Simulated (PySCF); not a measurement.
Simulated C 1s region for `CB(P)C(C)C`, binding energy against the vacuum level.

Every computed line was given a Gaussian of 1.0 eV full width at half maximum and an area set by the number of equivalent atoms; the highest printed point is 100. Computed, not measured: PySCF 2.14.0, delta-SCF UKS SCAN, pcX-2 on the ionised atom, pcseg-1 elsewhere, spin-free X2C.

| binding energy (eV) | intensity |
| --- | --- |
| 288.5 | 0 |
| 288.6 | 0 |
| 288.7 | 1 |
| 288.8 | 1 |
| 288.9 | 2 |
| 289.0 | 4 |
| 289.1 | 7 |
| 289.2 | 11 |
| 289.3 | 17 |
| 289.4 | 25 |
| 289.5 | 35 |
| 289.6 | 47 |
| 289.7 | 60 |
| 289.8 | 72 |
| 289.9 | 84 |
| 290.0 | 93 |
| 290.1 | 99 |
| 290.2 | 100 |
| 290.3 | 97 |
| 290.4 | 90 |
| 290.5 | 80 |
| 290.6 | 68 |
| 290.7 | 55 |
| 290.8 | 43 |
| 290.9 | 31 |
| 291.0 | 22 |
| 291.1 | 15 |
| 291.2 | 9 |
| 291.3 | 6 |
| 291.4 | 3 |
| 291.5 | 2 |
| 291.6 | 1 |
| 291.7 | 0 |
| 291.8 | 0 |

Q: How many maxima does the curve show, and how many computed lines lie under it?

A: The curve has 1 maximum (at 290.2 eV). Under it lie 3 lines from 3 inequivalent carbon sites. At this width some lines have no maximum of their own.

Q: Decompose the envelope and assign each component. Numbering: `[CH3:1][B:2]([PH2:3])[CH:4]([CH3:5])[CH3:6]`.

A: 
| position (eV) | relative area | line | atoms | environment |
| --- | --- | --- | --- | --- |
| 289.94 | 1 | C 1s | C4 | sp3 carbon bound to boron |
| 290.04 | 1 | C 1s | C1 | sp3 carbon bound to boron |
| 290.37 | 2 | C 1s | C5/C6 | methyl carbon |

Q: What are the centre and the root-mean-square width of the whole band?

A: The area-weighted mean of the lines is 290.18 eV. Their own spread about it is 0.19 eV (rms) and each Gaussian has σ = 1.0/2.355 = 0.42 eV; the variances add, which gives 0.47 eV.

The listed C 1s values span 0.43 eV, from C4 (bonded to 2 C, H and B) to C5/C6 (bonded to C and 3 H). Summing the Pauling electronegativity differences to the bonded atoms, each weighted by its formal bond order, gives -0.86 for the lowest site and -1.05 for the highest; the largest sum, -0.86, belongs to C4, 0.43 eV below the top. The smallest sum, -1.56, belongs to C1, 0.10 eV above the lowest.

The curve has no shake-up lines and no vibrational structure. One atom of each set of topologically equivalent atoms was ionised and stands for the set; in this conformer not all members are related by symmetry, and their own values weren't computed. The structure is a single PBE0-D3(BJ)/def2-SVP conformer in the gas phase; no vibrational or solvent corrections.

Conformer computed: `[CH3:1][B:2]([PH2:3])[CH:4]([CH3:5])[CH3:6]`: C1–B2–C4–C5 147°, H–P3–B2–C1 46°, H–P3–B2–C1 147°.
